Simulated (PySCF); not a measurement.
# Peak assignment

Bonds (- single, = double, # triple, : aromatic): O1=C2, C2-C3, C3-C4, C4-C5, C5-C6, C6-F7, C6-C8, C8-C9, C8-C2, C9-C4. C3 carries H10, H11; C4 carries H12; C5 carries H13, H14; C6 carries H15; C8 carries H16; C9 carries H17, H18. Stereochemistry as in O=C1C[C@@H]2C[C@H](F)[C@H]1C2. H14 is cis to C2 on the ring; H10, H18 are cis to C5 on the ring; H13 is trans to C2 on the ring; H11, H17 are trans to C5 on the ring.

[PySCF 2.14: PBE0/pcSseg-1 with gauge-including orbitals; geometry: PBE0-D3(BJ)/def2-SVP; non-relativistic; gas phase; single conformer]

References, each an isolated molecule treated in the same way: ¹³C (σ = 184.41 ppm) and ¹H (σ = 31.27 ppm) against TMS.

(1) Assign these signals to the numbered atoms. ¹³C{¹H} NMR (computed): δ 212.9, 92.8, 57.7, 46.2, 39.6, 38.0, 36.0.

(2) Assign these signals to the numbered atoms. ¹H NMR (400 MHz, computed): δ 5.04 (m, 1H), 2.47 (m, 1H), 2.27 (m, 1H), 2.16 (m, 1H), 2.10 (m, 1H), 1.95 (m, 1H), 1.52 (m, 1H), 1.44 (m, 1H), 1.40 (m, 1H).

## Answers

(1) 
212.9 → C2, ketone carbonyl carbon: low-lying n→π* states of the double bond to the heteroatom give a large paramagnetic term (-276 ppm)
92.8 → C6, sp3 CH bonded to F: the inductive effect lowers its shielding
57.7 → C8, sp3 CH α to a carbonyl: α to the electron-withdrawing carbonyl group
46.2 → C3, sp3 CH2 α to a carbonyl: the adjacent C=O deshields it moderately
39.6 → C5, sp3 CH2 in a ring: saturated and bonded to C and H only
38.0 → C9, sp3 CH2 in a ring
36.0 → C4, sp3 CH in a ring: a saturated carbon with 3 carbon neighbours and no heteroatom attached

C5 and C9; C9 and C4 lie closer than the usual error of such a calculation, so a measured spectrum could show them in the other order.

(2) 
```tsv
δ (ppm)	atoms	environment	reason
5.04	H15	hydrogen on an sp3 CH bonded to F	its carbon carries F, which withdraws density
2.47	H16	hydrogen on an sp3 CH α to a carbonyl	α to C=O
2.27	H12	hydrogen on an sp3 CH in a ring	–
2.16	H11	hydrogen on an sp3 CH2 α to a carbonyl	α to C=O
2.10	H13	hydrogen on an sp3 CH2 in a ring	–
1.95	H10	hydrogen on an sp3 CH2 α to a carbonyl	α to C=O
1.52	H14	hydrogen on an sp3 CH2 in a ring	–
1.44	H17	hydrogen on an sp3 CH2 in a ring	–
1.40	H18	hydrogen on an sp3 CH2 in a ring	–
```

H12 and H11; H11 and H13; H14 and H17; H17 and H18 lie closer than the usual error of such a calculation, so a measured spectrum could show them in the other order.

Splittings by ¹⁹F in the carbon and heteronuclear signals aren't shown, as no couplings were computed. Shifts are as computed. Against solution values, carbons near 30 ppm lie about +2 ppm off and those near 130 ppm about +5 ppm. Of 1211 compounds with measured shifts, 218 miss one by over three times the rms of a fit or turn the order of signals round; such compounds aren't used in these exercises. Multiplicities follow the n + 1 count of equivalent neighbours, as no J values were calculated; m marks all less simple cases, F and P coupling included.
